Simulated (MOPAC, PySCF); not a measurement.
C4H9B, SMILES `BC(CC)=C`, neutral singlet in the gas phase. 

Cartesian coordinates (Å):
```xyz
14

B     -0.9366     1.2233     0.9815
C     -0.7281     0.0551    -0.0095
C     -1.6793    -0.8848    -0.0802
C      0.5081    -0.0167    -0.8720
C      1.7593    -0.2818    -0.0352
H     -1.8965     1.2291     1.6859
H     -0.1611     2.1274     1.0404
H     -2.5559    -0.8425     0.5556
H     -1.6192    -1.7205    -0.7733
H      0.3967    -0.7956    -1.6303
H      0.6304     0.9320    -1.4018
H      1.6817    -1.2419     0.4770
H      1.8876     0.4927     0.7233
H      2.6551    -0.2958    -0.6565
```
Charge 0, spin multiplicity 1.

All levels are single points at this geometry (M06-2X/def2-TZVP); Pople sets use spherical d functions. Orbital energies aren't observables, and empty levels follow the basis.

PM7 in MOPAC gives gap (eV) = 9.53.

Estimate the gap (eV) from each of these levels: M06-2X/def2-TZVP in PySCF; PBE-D3(BJ)/def2-TZVP in PySCF; B3LYP/6-311+G** in PySCF; SVWN5/6-31G* in PySCF; HF/3-21G in PySCF; HF/6-31G* in PySCF; HF/STO-3G in PySCF; AM1 in MOPAC.


```json
[
 {"level": "M06-2X/def2-TZVP in PySCF", "gap (eV)": "8.04"},
 {"level": "PBE-D3(BJ)/def2-TZVP in PySCF", "gap (eV)": "3.99"},
 {"level": "B3LYP/6-311+G** in PySCF", "gap (eV)": "5.56"},
 {"level": "SVWN5/6-31G* in PySCF", "gap (eV)": "3.96"},
 {"level": "HF/3-21G in PySCF", "gap (eV)": "12.20"},
 {"level": "HF/6-31G* in PySCF", "gap (eV)": "12.25"},
 {"level": "HF/STO-3G in PySCF", "gap (eV)": "14.16"},
 {"level": "AM1 in MOPAC", "gap (eV)": "10.77"}
]
```
